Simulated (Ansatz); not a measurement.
Reaction (ligand exchange at a Ge–C bond): `[OH][GeH2][CH2]Cl` + `O[SiH2]O` → `O[SiH2][O][GeH2][OH]` + `CCl`

Calculated with Ansatz (gas phase, PBE0-D4/def2-TZVP geometries, no zero-point term in ΔE). CCSD(T)/CBS is the MP2 limit (def2-TZVPP, def2-QZVPP) plus CCSD(T) − MP2 in def2-TZVPP, frozen cores. This one scheme is used for every species. For Ge outer-core shells are correlated without core-valence functions, which leaves a few kJ/mol of doubt a bond. Scalar relativity is left out up to krypton. One conformer a species, not always the lowest.

`[OH][GeH2][CH2]Cl`:

Cartesian coordinates in Å:
```
O 0.854 -1.342 -1.108
Ge 0.888 -0.103 0.164
C -0.851 0.815 0.145
Cl -2.138 -0.405 0.350
H 0.086 -1.913 -1.019
H 2.033 0.840 -0.227
H 1.097 -0.744 1.548
H -1.022 1.315 -0.806
H -0.948 1.538 0.954
```

`O[SiH2]O`:

```xyz
7

O     0.652    0.265    1.268
Si    0.293   -0.157   -0.277
O    -1.285    0.073   -0.669
H     0.584    1.192    1.505
H     1.026    0.683   -1.253
H     0.668   -1.588   -0.351
H    -1.938   -0.468   -0.223
```

`O[SiH2][O][GeH2][OH]`:

```xyz
11

O     1.977    1.220   -1.219
Si    0.969    1.208    0.077
O    -0.406    0.379   -0.210
Ge   -0.888   -1.321   -0.071
O    -1.671   -1.546    1.499
H     1.713    1.730   -1.985
H     0.560    2.591    0.427
H     1.760    0.563    1.152
H     0.342   -2.230   -0.038
H    -1.874   -1.556   -1.223
H    -2.481   -1.039    1.591
```

`CCl`:

Z-matrix (Å, degrees):
```
C
Cl 1 1.773
H 1 1.088 2 108.6
H 1 1.087 2 108.7 3 -120.0
H 1 1.088 2 108.7 3 120.0
```

```json
{"species": "`[OH][GeH2][CH2]Cl`", "HF/def2-QZVPP energy (Eh)": "-2650.65168"}
{"species": "`O[SiH2]O`", "HF/def2-QZVPP energy (Eh)": "-441.19036"}
{"species": "`O[SiH2][O][GeH2][OH]`", "HF/def2-QZVPP energy (Eh)": "-2592.72200"}
{"species": "`CCl`", "HF/def2-QZVPP energy (Eh)": "-499.15597"}
```

(1) Work out ΔE.

Largest T1 diagnostic among the species: 0.012.

Results:

(1) ΔE = (-2592.72200) + (-499.15597) − (-2650.65168) − (-441.19036) = -0.03593 Eh = -94.3 kJ/mol. CCSD(T)/CBS gives -68.4 kJ/mol.

From PBE to PBE0 (25 % exact exchange), in def2-TZVPP and without D4, ΔE moves by −3.5 kJ/mol. In def2-TZVPP, CCSD(T) changes the Hartree–Fock value by +20.4 kJ/mol (the triples alone add +2.0 kJ/mol) and MP2 by +21.4 kJ/mol.
